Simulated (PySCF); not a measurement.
Si(CCH)2(Me)(OH) (C5H6OSi), SMILES [Si](C#C)(C)(C#C)O.

Coordinates come from a PBE0-D3(BJ)/def2-SVP optimisation. The values are those of a single conformer.

The numbers are results of TDA-PBE/def2-SVPD (PySCF 2.14.0), not measurements.

Vertical excitations.  State labels are in the subgroup Cs.

Estimate the UV-visible absorptions. (An estimate is asked for; the answer gives what the named calculation found.)


| state | symmetry | energy (eV) | λ (nm) | f | main pairs |
|---|---|---|---|---|---|
| S1 | A" | 5.39 | 230 | 0.003 | HOMO→LUMO 71 %, HOMO−1→LUMO 22 % |
| S2 | A' | 5.58 | 222 | 0.003 | HOMO−2→LUMO 86 % |
| S3 | A" | 5.58 | 222 | 0.007 | HOMO−1→LUMO 63 %, HOMO→LUMO+1 23 % |
| S4 | A" | 5.74 | 216 | 0.005 | HOMO−1→LUMO+1 56 %, HOMO→LUMO+1 39 % |
| S5 | A' | 5.86 | 212 | 0.004 | HOMO−3→LUMO 61 %, HOMO−2→LUMO+1 35 % |
| S6 | A' | 6.00 | 207 | 0.010 | HOMO−3→LUMO+1 52 %, HOMO−2→LUMO+1 30 %, HOMO−3→LUMO 8 % |
| S7 | A" | 6.20 | 200 | 0.086 | HOMO−4→LUMO 37 %, HOMO−1→LUMO+1 20 %, HOMO→LUMO+1 15 %, HOMO−2→LUMO+2 15 % |
| S8 | A' | 6.28 | 197 | 0.026 | HOMO−3→LUMO+1 39 %, HOMO−1→LUMO+2 18 %, HOMO−2→LUMO+1 17 %, HOMO→LUMO+4 12 % |
| S9 | A" | 6.36 | 195 | 0.024 | HOMO−4→LUMO 60 %, HOMO−2→LUMO+2 21 % |
| S10 | A' | 6.53 | 190 | 0.000 | HOMO→LUMO+2 95 % |
| T1 | A" | 4.70 | 264 | 0 | HOMO→LUMO 49 %, HOMO→LUMO+1 16 %, HOMO−1→LUMO 15 % |
| T2 | A' | 4.88 | 254 | 0 | HOMO−2→LUMO 30 %, HOMO−3→LUMO 26 %, HOMO−2→LUMO+1 17 %, HOMO−1→LUMO+2 11 % |
| T3 | A" | 5.04 | 246 | 0 | HOMO−1→LUMO 48 %, HOMO→LUMO 23 %, HOMO−1→LUMO+1 16 % |
| T4 | A" | 5.08 | 244 | 0 | HOMO→LUMO+1 44 %, HOMO−1→LUMO+1 22 %, HOMO→LUMO 14 %, HOMO−1→LUMO 12 % |
Triplets are in the Tamm–Dancoff approximation.
